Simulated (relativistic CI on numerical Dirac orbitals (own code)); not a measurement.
**Slater and spin-orbit integrals, Tl⁵⁷⁺**

These numbers are calculated, not measured: Dirac-Coulomb-Breit CI, separate exchange-only KLI orbitals for each configuration, model QED (radiative potential, 1s self-energy scaled to tabulated hydrogen-like ionisation energies), unscaled Slater integrals (own radial code, finite nucleus).

Slater integrals F^k, G^k are unscaled and averaged over j, outside the closed core [Ne]; ζ comes from projecting the Hamiltonian with its Breit term on Σ l·s of the shell.

- 3s2.3p6.3d6: F^2(3d,3d) = 669060, F^4(3d,3d) = 432190, ζ(3d) = 349860 cm⁻¹; <r>(3d) = 0.1527, <r^2>(3d) = 0.02701 (bohr units).
- 3s2.3p5.3d7: ζ(3p) = 2.6974e+06, F^2(3d,3d) = 668230, F^4(3d,3d) = 431620, F^2(3p,3d) = 579480, G^1(3p,3d) = 616240, G^3(3p,3d) = 411170, ζ(3d) = 347440 cm⁻¹; <r>(3p) = 0.1698, <r^2>(3p) = 0.03347, <r>(3d) = 0.1528, <r^2>(3d) = 0.02707 (bohr units).
- 3s2.3p4.3d8: F^2(3p,3p) = 573210, ζ(3p) = 2.6962e+06, F^2(3d,3d) = 667380, F^4(3d,3d) = 431040, F^2(3p,3d) = 579090, G^1(3p,3d) = 616270, G^3(3p,3d) = 411060, ζ(3d) = 345040 cm⁻¹; <r>(3p) = 0.1699, <r^2>(3p) = 0.03352, <r>(3d) = 0.153, <r^2>(3d) = 0.02714 (bohr units).

(1) Give the Racah parameters of the d shell in 3s2.3p6.3d6.

Averages of the first 10 configurations, taken without configuration mixing, which lowers the lowest level and can move excited configurations by several eV; other configurations of the list can lie among them:

```
 Configuration  Parity  States  Average energy above the lowest level (eV)
   3s2.3p6.3d6    even     210                                       185.3
   3s2.3p5.3d7     odd     720                                       806.3
   3s2.3p4.3d8    even     675                                      1436.6
    3s.3p6.3d7    even     240                                      1410.6
       3p6.3d8    even      45                                      2648.5
    3s.3p5.3d8     odd     540                                      2029.8
3s2.3p6.3d5.4s    even     504                                      2447.2
3s2.3p6.3d5.4p     odd    1512                                      2677.4
3s2.3p4.3d7.4s    even    3600                                      3676.5
3s2.3p6.3d5.4d    even    2520                                      2917.6
```

Answers

(1) B = F²/49 − 5F⁴/441 = 8754 cm⁻¹ and C = 35F⁴/441 = 34300 cm⁻¹.
